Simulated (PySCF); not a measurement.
**How methods differ on the ionisation energy of Cu²⁺**

Cu²⁺ [Ar] 3d9 (2D) → Cu³⁺ [Ar] 3d8 (3F), as a difference of total energies. Calculation: PySCF 2.14, in aug-cc-pwCVTZ-PP with ECP10MDF; a scalar-relativistic core potential. Correlated levels: valence: 3s2 3p6 frozen; valence and next inner shell: nothing frozen outside the core potential. The calculations carry no spin-orbit coupling.

| method | ionisation energy (eV) | difference from reference (eV) |
| --- | --- | --- |
| UHF | 34.030 | -2.811 |
| LDA | 37.985 | +1.144 |
| PBE | 37.127 | +0.286 |
| PBE0 | 36.693 | -0.148 |
| r2SCAN | 36.139 | -0.702 |
| BLYP | 37.014 | +0.173 |
| MN15 | 39.793 | +2.952 |
| HSE06 | 36.698 | -0.143 |
| MP2 (valence) | 36.894 | +0.053 |
| SCS-MP2 (valence) | 36.661 | -0.180 |
| MP2 (valence and next inner shell) | 37.407 | +0.566 |
| SCS-MP2 (valence and next inner shell) | 37.034 | +0.193 |

Reference: 36.841 ± 0.012 eV (measured; NIST Atomic Spectra Database, ionization energies).

The reference lies between the lowest fine-structure levels, while these numbers refer to the centres of the terms.

Errors of the correlated levels include the incompleteness of this basis and the frozen core.
